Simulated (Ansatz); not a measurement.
Input and output for H7InN2OSi, SMILES `[NH2][In]([NH2])[O][SiH3]`.

```yaml
crystal:
  periodic: [false, false, false]
  atoms:
    - {symbol: N, position_ang: [-1.769857, 0.247272, 2.021443]}
    - {symbol: In, position_ang: [-0.463185, -0.403600, 0.456082]}
    - {symbol: N, position_ang: [-0.110972, -2.107220, 0.097799]}
    - {symbol: O, position_ang: [0.067916, 0.885240, -0.597286]}
    - {symbol: Si, position_ang: [1.217025, 1.644614, -1.665649]}
    - {symbol: H, position_ang: [-2.504720, -0.685974, 2.212386]}
    - {symbol: H, position_ang: [-2.562692, 0.919298, 1.864079]}
    - {symbol: H, position_ang: [1.009138, -2.032320, -0.129018]}
    - {symbol: H, position_ang: [0.390525, -2.807026, 0.701755]}
    - {symbol: H, position_ang: [1.858904, 2.773182, -1.281728]}
    - {symbol: H, position_ang: [2.063092, 0.146234, -1.576538]}
    - {symbol: H, position_ang: [0.445050, 1.830099, -2.680575]}
basis:
  gaussian: {orbitals: STO-3G}
hamiltonian: {xc: {name: wPBEh}}
output: {forces: true}
```

```sh
$ ansatz run in.yaml --threads 4 --pin off --events-out ev --progress --plain --max-ram 11315MiB
```

Output, abridged:

```
Functional definition: wPBEh
775 factors; integrals over basis functions are off by at most 5.9e-5 eV
94 factors; integrals over basis functions are off by at most 2.2e-7 eV
mean field evaluation 1: about -167525.8396 eV, gradient 4.5e1 eV
mean field evaluation 2: about -167517.8188 eV, gradient 6.9e1 eV
mean field evaluation 4: about -167532.6753 eV, gradient 5.4e0 eV
mean field evaluation 8: about -167532.7236 eV, gradient 1.2e-1 eV
mean field -167532.72370235 eV, -6156.7140383026 hartree, gradient 1.8e-5 eV, S^2 0.000000; 0 other end points of the search recorded, 0 dependent functions left out
reference -167532.72372972 eV, -6156.7140393084 hartree; 46, 46 occupied and 12, 12 virtual orbitals, 775 factors
Total energy: -167532.72372972 eV, -6156.7140393084 hartree
Atom 0 at    -1.769857     0.247272     2.021443 Å, force    -2.026704    -4.440512     0.311065 eV/Å
Atom 1 at    -0.463185    -0.403600     0.456082 Å, force    -2.702125     2.165811     2.592895 eV/Å
Atom 2 at    -0.110972    -2.107220     0.097799 Å, force     6.357222    -2.704502    -0.346519 eV/Å
Atom 3 at     0.067916     0.885240    -0.597286 Å, force     1.090820     3.281493    -1.165796 eV/Å
Atom 4 at     1.217025     1.644614    -1.665649 Å, force     0.975341    -9.429879     5.831618 eV/Å
Atom 5 at    -2.504720    -0.685974     2.212386 Å, force     2.999692     3.024160    -0.567703 eV/Å
Atom 6 at    -2.562692     0.919298     1.864079 Å, force     0.222531     0.777453    -0.848064 eV/Å
Atom 7 at     1.009138    -2.032320    -0.129018 Å, force    -2.182645     1.403157    -2.207727 eV/Å
Atom 8 at     0.390525    -2.807026     0.701755 Å, force    -3.019817    -1.447736     1.860861 eV/Å
Atom 9 at     1.858904     2.773182    -1.281728 Å, force     1.498689     2.341270     0.968333 eV/Å
Atom 10 at     2.063092     0.146234    -1.576538 Å, force    -0.628743     3.943443    -1.304152 eV/Å
Atom 11 at     0.445050     1.830099    -2.680575 Å, force    -2.584260     1.085843    -5.124811 eV/Å
Dipole moment:     0.402043     0.120963    -0.312521 e Å
```

Hardware: 4 threads of an Intel Xeon Platinum 8488C on a shared host. Wall time 1.1 s, peak host memory 0.57 GiB.
